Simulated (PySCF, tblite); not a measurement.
Isomers of C6H9N2 (doublet state), one GFN2-xTB conformer each. Single-point energies are computed at B3LYP/pcH-1 (PySCF, gas phase, no added dispersion term), electronic only. GFN2-xTB treats the open shell by occupation alone, and not every SCF solution was tested for stability.

Question: Rank them by B3LYP/pcH-1 energy, lowest first (kcal/mol).
A. `[NH2:1][C:2]1[CH2:3][C@@H:4]2[CH:5]=[N:6][C@H:7]1[CH2:8]2` (doublet state) with H–N1–C2–C3 152° and 17°
B. `[NH:1][C@H:2]1[CH2:3][C@@H:4]2[CH:5]=[N:6][C@H:7]1[CH2:8]2` (doublet state) with H–N1–C2–C3 169°
C. `[CH2:1][C@@H:2]([CH3:3])/[N:4]=[CH:5]\[CH2:6][C:7]#[N:8]` (doublet state) with H–C1–C2–C3 81° and -93°, C1–C2–N4–C5 134°, N4–C5–C6–C7 173°
D. `[H]/[N:7]=[C:6]\[CH:5]1[CH2:4][C:3](=[N:2][CH3:1])[CH2:8]1` (doublet state) with C4–C5–C6–N7 19°
E. `[NH2:1][C:2]1=[CH:3][C@@H:4]([NH2:5])[CH:6][CH:7]=[CH:8]1` (doublet state) with C3–C4–N5–H 63° and -54°

Answer: E (0.0), A (20.8), C (27.9), B (29.4), D (45.1).

As drawn, the highest has a four-membered ring, which the lowest lacks. Neighbours under 5.0 kcal/mol apart ([CH2][C@@H](C)/N=C\CC#N and [NH][C@H]1C[C@@H]2C=N[C@H]1C2) can change places with a better method, another conformer or zero-point energy. GFN2-xTB itself gives, in the same order: 3.3, 0.0, 42.5, 10.8, 34.0. GFN2-xTB puts N[C]1C[C@@H]2C=N[C@H]1C2 lowest instead; measured from each level's own lowest isomer, the values differ by up to 20.8 kcal/mol (N[C]1C[C@@H]2C=N[C@H]1C2: 0.0 against 20.8).

What happens when harmonic zero-point energies from GFN2-xTB frequencies are added?

| SMILES | ZPE (kcal/mol) | electronic (kcal/mol) | with ZPE (kcal/mol) |
| --- | --- | --- | --- |
| NC1=C[C@@H](N)[CH]C=C1 | 87.0 | 0.0 | 0.0 |
| N[C]1C[C@@H]2C=N[C@H]1C2 | 88.4 | 20.8 | 22.1 |
| [CH2][C@@H](C)/N=C\CC#N | 83.7 | 27.9 | 24.6 |
| [NH][C@H]1C[C@@H]2C=N[C@H]1C2 | 88.3 | 29.4 | 30.7 |
| [H]/N=[C]\C1CC(=NC)C1 | 85.2 | 45.1 | 43.3 |

The zero-point energies span 4.7 kcal/mol. The order is unchanged.
